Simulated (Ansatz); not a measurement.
Cost and result for the atomization energy of AlH$_{3}$O$_{3}$, SMILES `[OH][Al]([OH])[OH]` (7 atoms, 6 bonds).

Charge 0, multiplicity 1. The geometry is a stationary point of PBE0-D4/def2-TZVP. It is one conformer, not always the lowest. Program: Ansatz. All runs use 4 threads of an Intel Xeon Platinum 8375C on a shared host. Times are those of one run each, without the atoms' runs, and a repeat can differ threefold. Electronic energies, without spin–orbit coupling; frozen cores. CCSD(T)/CBS adds CCSD(T) − MP2 in def2-TZVPP to the MP2 limit, and its time is that of the two runs behind it. T1 = 0.012. HSE06 is the plane-wave form, built on full-range PBE exchange.

CCSD(T)/CBS is a level of theory with its own doubt, some kJ/mol a heavy atom from the limit and from the frozen cores, so smaller differences don't rank the functionals.

```csv
level,functions,wall time,atomization (kcal/mol),difference from CCSD(T)/CBS,per bond
BHLYP-D4/def2-TZVPP,177,1.2 s,630.9,-41.7,-7.0
HSE06-D4/def2-TZVPP,177,1.2 s,652.3,-20.3,-3.4
CCSD(T)/def2-SVP,75,1.2 s,612.7,-59.9,-10.0
CAM-B3LYP-D4/def2-TZVPP,177,1.4 s,666.9,-5.7,-0.9
PBE0-D4/def2-TZVPP,177,1.6 s,651.8,-20.8,-3.5
r2SCAN-D4/def2-TZVPP (with forces),177,1.8 s,666.6,-6.0,-1.0
B2PLYP/def2-TZVPP,177,2.3 s,659.2,-13.4,-2.2
B97M-V/def2-TZVPP,177,2.7 s,662.4,-10.2,-1.7
ωB97X-V/def2-TZVPP,177,3.1 s,663.7,-8.9,-1.5
ωB97M-V/def2-TZVPP (with forces),177,4.3 s,666.5,-6.1,-1.0
MP2/def2-QZVPP,331,6 s,689.1,16.5,2.8
CCSD(T)/def2-TZVPP,177,16 s,649.8,-22.8,-3.8
CCSD(T)/CBS(def2),–,22 s,672.6,0.0,0.0
```

From PBE to PBE0 (25 % exact exchange), in def2-TZVPP and without D4, the atomization energy moves by −19.8 kcal/mol: exact exchange takes away binding that semilocal exchange gives to molecules. At CCSD(T), def2-SVP lies −59.8 kcal/mol from the extrapolated value and def2-TZVPP −22.8 kcal/mol: correlation converges slowly with the basis, and small sets miss more of it in the bonded molecule than in its fragments. In def2-TZVPP, CCSD(T) changes the Hartree–Fock value by +188.8 kcal/mol (the triples alone add +11.0 kcal/mol) and MP2 by +214.4 kcal/mol; breaking electron pairs costs correlation energy, which Hartree–Fock lacks.
